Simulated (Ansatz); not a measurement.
`[SiH3][N]([SiH3])[GeH2][N]([SiH3])[SiH3]` at its PBE0-D4/def2-TZVP geometry, where that method's forces vanish. The species carries charge 0 and has multiplicity 1.

| atom | x (Å) | y (Å) | z (Å) |
| --- | --- | --- | --- |
| Si1 | -2.812 | 0.624 | -0.733 |
| N2 | -1.275 | -0.169 | -0.802 |
| Si3 | -1.143 | -1.885 | -0.595 |
| Ge4 | 0.273 | 0.808 | -1.033 |
| N5 | 1.378 | 0.478 | 0.407 |
| Si6 | 2.959 | -0.184 | 0.160 |
| Si7 | 0.776 | 0.791 | 2.002 |
| H8 | -2.750 | 1.817 | 0.153 |
| H9 | -3.802 | -0.346 | -0.194 |
| H10 | -3.271 | 1.079 | -2.074 |
| H11 | -1.306 | -2.294 | 0.826 |
| H12 | -2.179 | -2.586 | -1.400 |
| H13 | 0.207 | -2.302 | -1.058 |
| H14 | 1.040 | 0.349 | -2.283 |
| H15 | -0.147 | 2.286 | -1.085 |
| H16 | 3.490 | -0.597 | 1.487 |
| H17 | 3.892 | 0.807 | -0.442 |
| H18 | 2.906 | -1.364 | -0.744 |
| H19 | -0.439 | 1.640 | 1.874 |
| H20 | 1.794 | 1.508 | 2.814 |
| H21 | 0.409 | -0.459 | 2.720 |

Task: For each bond, give half the difference of the two atoms' forces along it (eV/Å; positive pushes the atoms apart) under PBE-D4, r2SCAN-D4, B3LYP-D4, ωB97M-V in def2-TZVPP. (Best estimate.)

Result: Ansatz gave: 
```csv
bond,length (Å),PBE-D4,r2SCAN-D4,B3LYP-D4,ωB97M-V
Si1–N2,1.731,0.08,0.04,0.06,0.12
Si1–H8,1.487,0.04,-0.04,-0.10,-0.12
Si1–H9,1.487,0.05,-0.03,-0.08,-0.12
Si1–H10,1.489,0.04,-0.03,-0.08,-0.13
N2–Si3,1.734,0.09,0.04,0.07,0.11
N2–Ge4,1.845,0.13,0.06,0.18,0.06
Si3–H11,1.488,0.04,-0.02,-0.08,-0.12
Si3–H13,1.487,0.05,-0.03,-0.11,-0.10
Ge4–N5,1.845,0.12,0.06,0.18,0.06
N5–Si6,1.731,0.08,0.04,0.07,0.12
Si6–H17,1.489,0.04,-0.03,-0.08,-0.13
Si6–H18,1.487,0.04,-0.04,-0.10,-0.12
Si7–H19,1.487,0.05,-0.03,-0.11,-0.10
Si7–H20,1.487,0.04,-0.03,-0.08,-0.13
```

B3LYP here is the variant with VWN-RPA as its local correlation; programs differ in this.
